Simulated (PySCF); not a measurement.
**SiH₂ + 2 HBr → SiH₄ + Br₂**

Level: B3LYP in the def2-TZVP basis family, all electrons, no relativity, computed in PySCF with density fitting; open shells unrestricted.

```
species                            state and structure       E (Eh)  ZPE (kJ/mol)  H(298 K) − H(0) (kJ/mol)  S° (J/(mol K))
   SiH₂  singlet, C2v, Si–H 1.523 Å (×2); H–Si–H 91.5°   -290.64117          30.5                      10.0           207.4
    HBr                     singlet, C∞v, H–Br 1.425 Å  -2574.78890          15.7                       8.7           198.5
   SiH₄                 singlet, Td, Si–H 1.480 Å (×4)   -291.91645          82.0                      10.5           204.5
    Br₂                    singlet, D∞h, Br–Br 2.316 Å  -5148.35943           1.9                       9.7           245.5
```

**Question.** What is the electronic reaction energy?

**Answer.** At B3LYP/def2-TZVP, ΔE = -149.4 kJ/mol from the differences of the total energies times 2625.5, downhill. 

**Question.** Add zero-point, thermal and entropy terms for 298.15 K and 1 bar.

**Answer.** ΔZPE = 22.0 and Δ[H(298) − H(0)] = -7.2 kJ/mol give ΔH° = -134.6 kJ/mol. ΔS° = -154.4 J/(mol K), so ΔG° = -134.6 − 298.15 × (-0.1544) = -89 kJ/mol and log₁₀K = 15.5. ΔG° would change sign near 870 K if ΔH° and ΔS° stayed fixed.

The structures come from searches over a few start shapes, so lower isomers are not excluded.
